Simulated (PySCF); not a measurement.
**Structure from NMR data**

The spectra below were simulated for a compound C6H17NSi.

1H NMR (400 MHz, computed): δ 4.70 (s, 3H), 2.78 (s, 3H), 2.60 (s, 2H), 0.92 (s, 9H).

13C{1H} NMR (computed): δ 70.6 (CH2), 44.3 (CH3), 37.9 (C), 28.6 (CH3, 3C).

PySCF 2.14.0 with density-fitted response routines calculation with shielding tensors at KT3/pcSseg-1 (GIAO) and coordinates at the PBE0-D3(BJ)/def2-SVP level; one averaged value for each set of equivalent atoms, one conformer, relativity neglected, no solvent.

Scale: 1H and 13C vs TMS (reference shieldings calculated alike).

Q: Propose a structure and justify it.

A: 
Rings plus π bonds: 0. 4 carbon signals for 6 carbons: some carbons are equivalent by symmetry or fast rotation. Carbon types of the structure: 1 × C, 1 × CH2, 4 × CH3, leaving 3 H on heteroatoms. δC 70.6: sp3 CH2 bonded to N; pulled downfield by the heteroatom. δC 44.3: methyl carbon bonded to N; deshielded by the electronegative neighbour. δC 37.9: quaternary sp3 carbon; aliphatic region, no heteroatom directly attached. δC 28.6: methyl carbon; saturated and bonded to C and H only. δH 2.78: hydrogen on a methyl carbon bonded to N; its carbon carries N, hence the downfield position. δH 2.60: hydrogen on an sp3 CH2 bonded to N; its carbon carries N, hence the downfield position. δH 0.92: hydrogen on a methyl carbon; far from electronegative atoms and π systems.

Structure: `CN([SiH3])CC(C)(C)C`.

The shifts were computed for this structure.

Shifts are as computed, not scaled to solution data. Of 1313 compounds with measured shifts, 239 miss one by over three times the rms of a fit or turn the order of signals round; such compounds aren't used in these exercises. No couplings were computed; multiplicities are counted from neighbouring protons, with m where these are inequivalent, close in shift, in a saturated or five-membered ring or joined by F or P, and br s for small geminal =CH2 splittings.
